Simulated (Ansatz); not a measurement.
A run for Ansatz (an electronic-structure program): R-PBE/def2-TZVPP on BH5P2 (SMILES PBP), a point of a torsion scan.

Ansatz 0.2 input:
```yaml
crystal:
  periodic: [false, false, false]
  atoms:
    - {symbol: P, position_ang: [1.96075978, -0.06887681, -0.09007969]}
    - {symbol: B, position_ang: [0.21778930, -0.85650610, 0.09493374]}
    - {symbol: P, position_ang: [-0.19299965, -2.32354873, -0.94126537]}
    - {symbol: H, position_ang: [1.46175044, 1.16435141, -0.48468850]}
    - {symbol: H, position_ang: [2.07383386, 0.37305272, 1.22072212]}
    - {symbol: H, position_ang: [-0.47975448, -0.56896778, 0.99068532]}
    - {symbol: H, position_ang: [0.33114282, -2.01458676, -2.17897312]}
    - {symbol: H, position_ang: [-1.52266397, -2.15599434, -1.26152738]}
basis:
  gaussian:
    orbitals: def2-TZVPP
hamiltonian:
  xc: {name: PBE}
scf: {lower_state_search: off}
```

The log:

```
WARN ansatz: RAYON_NUM_THREADS=1 ignored (pool sized by the plan → 1); use --threads N
Functional definition: PBE
these checks for a lower state are left out or cut short: stability, starts, cluster_reference, orbital_swaps, neighbouring_geometries, increment
integrals: 0.09 GiB planned
1038 factors; their error is unknown
mean field: 0.66 GiB planned
mean field evaluation 1: about -19320.8310 eV, gradient 3.6e1 eV
mean field evaluation 2: about -19313.8251 eV, gradient 5.7e1 eV
mean field evaluation 4: about -19325.2650 eV, gradient 3.7e0 eV
mean field evaluation 8: about -19325.2994 eV, gradient 6.9e-2 eV
mean field evaluation 16: about -19325.2694 eV, gradient 6.0e-5 eV
mean field -19325.26935500 eV, -710.1905496581 hartree, gradient 1.2e-6 eV, S^2 0.000000; 0 other end points of the search recorded, 0 dependent functions left out
reference -19325.26939671 eV, -710.1905511912 hartree; 20, 20 occupied and 165, 165 virtual orbitals, 1038 factors
Total energy: -19325.26939671 eV, -710.1905511912 hartree
Checks for a lower state left out: stability, starts, cluster_reference, orbital_swaps, neighbouring_geometries, increment
```

Self-consistency was reached.

Cost: about 1.7 core-seconds (a rough figure).
